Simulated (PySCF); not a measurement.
# Identify the compound

Molecular formula: C7H11ClSi. Simulated spectra:

1H NMR (400 MHz, computed): δ 4.68 (m, 1H), 4.49 (m, 1H), 3.92 (m, 1H), 2.95 (m, 1H), 2.55 (m, 1H), 1.95 (m, 1H), 1.88 (m, 1H), 1.73 (d, 1H), 1.41 (m, 1H), 1.22 (m, 1H), 0.69 (m, 1H).

13C{1H} NMR (computed): δ 89.8 (C), 80.5 (CH), 65.9 (CH), 37.8 (CH), 25.7 (CH2), 17.1 (CH2), 5.3 (CH2).

All values are calculated (PySCF 2.14.0 with density-fitted response routines): shielding tensors at PBE0/pcSseg-1 (GIAO), structure optimised with GFN2-xTB. No relativistic terms, no solvent, one conformer.

Scale: TMS for 1H (σref 31.72) and 13C (σref 186.93) (reference shieldings calculated alike).

Q: Choose the structure that fits.
A. C=C1[SiH2]C[C@H]1C1(Cl)CC1
B. C#C[C@@H]1CC[SiH2]C[C@H]1Cl
C. C=C[C@](C)(Cl)C1=C[SiH2]C1
D. C#C[Si@@H]1CCCC[C@@H]1Cl

A: B. 

The formula gives 3 degrees of unsaturation (1 ring in the answer). 7 carbon signals for 7 carbons: no two carbons are equivalent. Carbon types of the structure: 1 × C, 3 × CH, 3 × CH2, leaving 2 H on heteroatoms. δC 89.8: alkyne carbon; sp carbons lie upfield of alkene carbons because the cylindrical π system leaves one tensor component strongly shielded. δC 80.5: terminal alkyne carbon; the triple bond shields along its axis, which puts it between sp3 and sp2 carbons. δC 65.9: sp3 CH bonded to Cl; the inductive effect lowers its shielding. δH 4.68: hydrogen on an sp3 CH bonded to Cl; its carbon carries Cl, hence the downfield position. δH 1.73: hydrogen on a terminal alkyne carbon; it lies on the axis of the triple bond, in its shielding cone.

The others: C=C1[SiH2]C[C@H]1C1(Cl)CC1 has carbons computed at 158.0, 138.8, 54.2, 52.8, 15.8, 13.1, 12.8, with a different DEPT pattern; C=C[C@](C)(Cl)C1=C[SiH2]C1 would give 9 signals for carbon-bound and other non-exchanging H, not 11; C#C[Si@@H]1CCCC[C@@H]1Cl has carbons computed at 105.2, 86.3, 48.8, 40.1, 32.5, 26.7, 16.3, with a different DEPT pattern.

Carbons that carry Cl, above all several Cl atoms, come out too deshielded, partly because spin–orbit coupling is missing. Shifts are as computed. Against solution values, carbons near 30 ppm lie about +3 ppm off and those near 130 ppm about +5 ppm; carbons on Cl a further +6 ppm. Of 1309 compounds with measured shifts, 239 miss one by over three times the rms of a fit or turn the order of signals round; such compounds aren't used in these exercises. Multiplicities follow the n + 1 count of equivalent neighbours, as no J values were calculated; m marks all less simple cases, F and P coupling included.
